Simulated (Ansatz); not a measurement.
Isolated molecules relaxed with PBE0-D4/def2-TZVP in Ansatz; ΔE leaves out vibrations. CBS: MP2 limit from def2 TZ/QZ plus the TZ coupled-cluster correction, frozen cores. This one scheme is used for every species. DFT in def2-TZVPP. B3LYP here is the variant with VWN-RPA as its local correlation; programs differ in this. For Br outer-core shells are correlated without core-valence functions, which leaves a few kJ/mol of doubt a bond. Scalar relativity is left out up to krypton.

`BrB(Br)Br` + H₂ → `BrBBr` + HBr  (hydrogenolysis of a B–Br bond)

CCSD(T)/CBS gives +11.0 kcal/mol.

Task: Another level gave +6.2 kcal/mol. Which?
A. BHLYP/def2-TZVPP
B. r2SCAN-D4/def2-TZVPP
C. B3LYP/def2-TZVPP
D. PBE0/def2-TZVPP

Result: A. BHLYP 6.2, PBE0 9.5, r2SCAN-D4 11.8, B3LYP 7.5 kcal/mol.

Task: What do rigid-rotor, harmonic-oscillator terms from PBE0-D4/def2-TZVP frequencies (298.15 K, 1 bar) make of the CCSD(T)/CBS value? (Best estimate.)

Result: The calculation gave: ΔZPE = +2.4 kcal/mol, ΔH = +12.6 kcal/mol, ΔS = 35 J/(mol·K), ΔG = +10.1 kcal/mol.

Largest T1 diagnostic among the species: 0.010.

At CCSD(T), def2-SVP lies −1.8 kcal/mol from the extrapolated value and def2-TZVPP −1.0 kcal/mol. From r2SCAN to r2SCAN0 (25 % exact exchange), in def2-TZVPP and without D4, ΔE moves by −1.2 kcal/mol.
